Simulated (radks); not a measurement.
Question: All-electron atom: Ni II in [Ne] 3s1.5 3p6 3d9 4f0.5 (fractional occupations, a model configuration). Calculated with a radial shooting solver on a logarithmic mesh with Libxc functionals: scalar-relativistic Kohn-Sham, LDA (Slater exchange, Perdew-Wang correlation), spin-polarised, spherical densities, finite nucleus; open shells are filled with parallel spins first; Fermi nuclear charge, rms radius 3.7757 fm. Some entries of the table are withheld. Estimate them.

| orbital | occ. | eigenvalue (eV) | <r> (bohr) | r(max) (bohr) |
|---|---|---|---|---|
| 1s up | 1 | -8207.666 | 0.05417 | 0.03546 |
| 1s down | 1 | -8207.286 | 0.05417 | 0.03546 |
| 2s up | 1 | -990.3545 | 0.2454 | 0.2049 |
| 2s down | 1 | -989.4207 | 0.2453 | 0.2049 |
| 2p up | 3 | -854.8301 | 0.2155 | 0.1647 |
| 2p down | 3 | -854.0414 | 0.2154 | 0.1647 |
| 3s up | 1 | -121.7521 | 0.7424 | 0.6402 |
| 3s down | 0.5 | -119.8740 | 0.7442 | 0.6407 |
| 3p up | 3 | -82.5467 | 0.7807 | 0.6470 |
| 3p down | 3 | -80.7534 | 0.7838 | 0.6478 |
| 3d up | 5 | -20.3438 | 0.9932 | (1) |
| 3d down | 4 | -18.8649 | 1.019 | (2) |
| 4s up | 0 | (3) | 2.454 | 2.076 |
| 4s down | 0 | (4) | 2.475 | 2.096 |
| 4p up | 0 | -9.3624 | 3.110 | 2.548 |
| 4p down | 0 | -9.1862 | 3.130 | 2.576 |
| 4f up | 0.5 | -2.0662 | 10.66 | 9.813 |
| 4f down | 0 | -1.8840 | 11.04 | 10.11 |

Answer: 
(1) 3d up r(max) (bohr): 0.6288
(2) 3d down r(max) (bohr): 0.6324
(3) 4s up eigenvalue (eV): -15.3901
(4) 4s down eigenvalue (eV): -15.1231
